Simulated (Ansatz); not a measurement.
# Molecular dynamics of CS2

The input (input.yaml):

```yaml
accuracy: low
crystal:
  lattice:
    - [9.283178, 0.0, 0.0]
    - [0.0, 9.283178, 0.0]
    - [0.0, 0.0, 9.283178]
  atoms:
    - { symbol: S, position: [0.19254912, 0.69622403, 0.16410573] }
    - { symbol: C, position: [0.08072663, 0.71212034, 0.03984568] }
    - { symbol: S, position: [-0.03128143, 0.73097102, -0.08416784] }
    - { symbol: S, position: [0.81384324, 0.53217615, 0.35400485] }
    - { symbol: C, position: [0.65690619, 0.49093781, 0.31077106] }
    - { symbol: S, position: [0.50081184, 0.44827251, 0.26521146] }
    - { symbol: S, position: [0.13707628, 0.75346791, 0.54865267] }
    - { symbol: C, position: [0.300358, 0.77792501, 0.58174926] }
    - { symbol: S, position: [0.46296324, 0.80332994, 0.61480729] }
    - { symbol: S, position: [1.11350784, 0.08591916, 0.81209378] }
    - { symbol: C, position: [1.04899962, 0.20988327, 0.9051465] }
    - { symbol: S, position: [0.98367648, 0.33337737, 0.99810243] }
    - { symbol: S, position: [-0.10894332, -0.01349949, 0.25850763] }
    - { symbol: C, position: [0.0167269, 0.07866668, 0.31990917] }
    - { symbol: S, position: [0.14272442, 0.17065542, 0.38201229] }
    - { symbol: S, position: [0.5860679, 0.49871187, 0.88466942] }
    - { symbol: C, position: [0.47422932, 0.44502387, 0.77113895] }
    - { symbol: S, position: [0.3633516, 0.38968897, 0.65755582] }
    - { symbol: S, position: [0.50861173, 1.07991853, 0.32981644] }
    - { symbol: C, position: [0.53373864, 0.94755647, 0.22954209] }
    - { symbol: S, position: [0.55980969, 0.81430454, 0.1304083] }
    - { symbol: S, position: [0.61827575, 0.07557821, 0.87293332] }
    - { symbol: C, position: [0.69123701, 0.1355803, 0.73418009] }
    - { symbol: S, position: [0.7646458, 0.1946854, 0.59527841] }
basis:
  ecutwfc: 420.0
kpoints:
  mp_grid: { grid: [1, 1, 1] }
hamiltonian:
  xc: pbe
  dispersion: d3bj
scf:
  occupations: { method: fermi_dirac, width: 0.05 }
  lower_state_search: "off"
md:
  timestep: 1.5
  n_steps: 200
  ensemble: nvt_langevin
  temperature: 700.0
  initial_velocities: maxwell_boltzmann
  seed: 138740
  friction: 0.02
```

Run as:

```bash
$ ansatz run input.yaml --threads 1 --pin off --max-ram 3072MiB --backend cpu --events-out ev --progress --plain --runs-dir out
```

It starts from a partly relaxed structure (largest force component 0.16 eV/Å).

Output, in part (step lines):

```
md step     0: t =     0.00 fs  T =   670.8 K  F+E_penalty+E_count = -16436.18255421 eV  E_kin = 2.081086 eV  (11 SCF iters)
md step     1: t =     1.50 fs  T =   553.4 K  F+E_penalty+E_count = -16436.12474072 eV  E_kin = 1.716892 eV  (9 SCF iters)
md step     2: t =     3.00 fs  T =   536.3 K  F+E_penalty+E_count = -16436.00421126 eV  E_kin = 1.663689 eV  (9 SCF iters)
md step     3: t =     4.50 fs  T =   435.0 K  F+E_penalty+E_count = -16435.89306690 eV  E_kin = 1.349397 eV  (9 SCF iters)
md step     4: t =     6.00 fs  T =   420.4 K  F+E_penalty+E_count = -16435.83142868 eV  E_kin = 1.304171 eV  (9 SCF iters)
md step     5: t =     7.50 fs  T =   445.8 K  F+E_penalty+E_count = -16435.81929274 eV  E_kin = 1.383105 eV  (8 SCF iters)
md step     6: t =     9.00 fs  T =   456.7 K  F+E_penalty+E_count = -16435.81453127 eV  E_kin = 1.416726 eV  (7 SCF iters)
md step     7: t =    10.50 fs  T =   503.3 K  F+E_penalty+E_count = -16435.77522504 eV  E_kin = 1.561279 eV  (8 SCF iters)
[... lines left out ...]
md step   200: t =   300.00 fs  T =   735.5 K  F+E_penalty+E_count = -16434.94133796 eV  E_kin = 2.281574 eV  (10 SCF iters)
```

The steps, from the saved trajectory:

```csv
time (fs),T (K),potential energy less start (eV)
0.0,671,0.000
9.0,457,0.368
18.0,471,0.771
27.0,531,0.708
36.0,605,0.677
45.0,673,0.592
54.0,497,1.182
63.0,580,1.126
72.0,622,0.951
81.0,544,1.051
90.0,526,1.292
99.0,598,1.458
108.0,803,1.143
117.0,804,1.222
126.0,878,1.359
135.0,554,1.749
144.0,624,1.540
153.0,849,1.369
162.0,815,1.681
171.0,772,1.579
180.0,697,1.784
189.0,586,2.085
198.0,774,1.829
207.0,756,1.842
216.0,774,1.631
225.0,732,1.625
234.0,546,1.835
243.0,635,1.435
252.0,508,1.420
261.0,515,1.573
270.0,600,1.508
279.0,935,1.086
288.0,791,0.941
297.0,751,1.272
```

The run went to its last step. A run of 0.3 ps of so small a system gives no equilibrium averages. Limits of this set-up: coarse k mesh, low accuracy level.

Mean squared displacements from the first frame to the last, about the centre of mass: S 0.63 Å², C 0.47 Å².

Last frame:

```xyz
24
Lattice="9.2832 0.0000 0.0000 0.0000 9.2832 0.0000 0.0000 0.0000 9.2832" Properties=species:S:1:pos:R:3
S 1.235 6.695 0.785
C 0.095 6.867 -0.332
S -1.105 7.455 -1.176
S 7.020 5.615 4.110
C 5.878 4.725 3.477
S 4.761 3.891 2.833
S 1.896 7.030 4.303
C 3.183 7.252 5.200
S 4.536 7.341 5.950
S 11.184 0.498 7.283
C 10.301 1.396 8.170
S 9.336 2.248 9.005
S -1.421 -0.664 2.244
C -0.376 0.179 3.072
S 0.857 1.147 3.416
S 5.420 4.146 8.270
C 4.072 4.082 7.501
S 2.819 3.699 6.654
S 3.972 9.855 2.201
C 4.400 8.705 1.240
S 4.987 7.600 0.270
S 5.407 0.799 7.787
C 6.321 1.211 6.538
S 7.234 2.013 5.521
```

Time of the run: 15 min on 1 thread of Intel(R) Xeon(R) Platinum 8259CL CPU @ 2.50GHz (Skylake/Cascade Lake), with other jobs on the host, peak memory 0.73 GiB.
